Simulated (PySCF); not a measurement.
## A small calculation by hand: dipole moment from atomic charges

CH₃BCl₂, SMILES CB(Cl)Cl. Atoms are numbered in the order given.

```xyz
7

B     -0.2185     0.1848    -0.1616
Cl     1.4994     0.2962    -0.5077
Cl    -0.7173    -0.8991     1.1268
C     -1.2679     0.9805    -1.0017
H     -2.1823     1.1987    -0.4312
H     -1.5616     0.3370    -1.8519
H     -0.8520     1.9063    -1.4248
```

Geometry optimised at ωB97X-D3(BJ)/def2-SVP.

Charges (e) from CAM-B3LYP/def2-TZVPD (PySCF):

| atom | IAO | ESP fit |
|---|---|---|
| B1 | 0.221 | 0.353 |
| Cl2 | -0.072 | -0.140 |
| Cl3 | -0.072 | -0.140 |
| C4 | -0.584 | -0.537 |
| H5 | 0.165 | 0.152 |
| H6 | 0.177 | 0.160 |
| H7 | 0.165 | 0.152 |

The dipole moment of the full density is 1.45 D.

Problem. What dipole moment does each set of point charges give, and which comes closer to that of the density?

Solution. 
μ = Σ q r, and 1 e Å = 4.8032 D.
IAO: Σ q r = (-0.141, 0.084, -0.129) e Å, |μ| = 1.00 D.
ESP fit: Σ q r = (-0.217, 0.149, -0.184) e Å, |μ| = 1.54 D.
ESP fit comes closer in size. Point charges leave out the atoms' own dipoles (lone pairs, polarised bonds); fits to the potential absorb them, partitions of the density don't.
